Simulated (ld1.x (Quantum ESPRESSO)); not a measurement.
# An all-electron radial function and its pseudo partner (V (Z = 23))

Columns: radius, all-electron u(r) and pseudo u(r) of the 3d shell (level -2.63 eV) of vanadium in the configuration [Ar] 3d4 4s1 4p0; LDA (PZ), scalar-relativistic, PAW scheme, ld1.x (Quantum ESPRESSO) 7.5.

```
r (bohr)  all-electron  pseudo
   0.160        0.1028  0.0021
   0.320        0.3468  0.0163
   0.480        0.5587  0.0514
   0.640        0.6879  0.1107
   0.800        0.7446  0.1910
   0.960        0.7526  0.2833
   1.120        0.7325  0.3753
   1.280        0.6979  0.4544
   1.440        0.6568  0.5107
   1.600        0.6138  0.5393
   1.760        0.5713  0.5412
   1.920        0.5306  0.5223
   2.080        0.4924  0.4914
   2.240        0.4568  0.4568
   2.400        0.4238  0.4238
   2.560        0.3934  0.3934
   2.720        0.3653  0.3653
   2.880        0.3394  0.3394
   3.040        0.3154  0.3154
   3.200        0.2932  0.2932
   3.360        0.2727  0.2727
   3.520        0.2537  0.2537
   3.680        0.2361  0.2361
   3.840        0.2197  0.2197
   4.000        0.2045  0.2045
   4.160        0.1903  0.1903
```

Question: How many radial nodes do the two functions have?

Answer: The all-electron 3d function has n − l − 1 = 0; the pseudo-wave has 0.

Question: At about which radius was the pseudo-wave matched?

Answer: 2.40 bohr, where the columns begin to agree (steps of 0.16 bohr).

Question: Is the pseudo-wave norm-conserving?

Answer: No, it belongs to a PAW set: the norm inside the radius is not constrained, and the difference is carried by the augmentation charge.
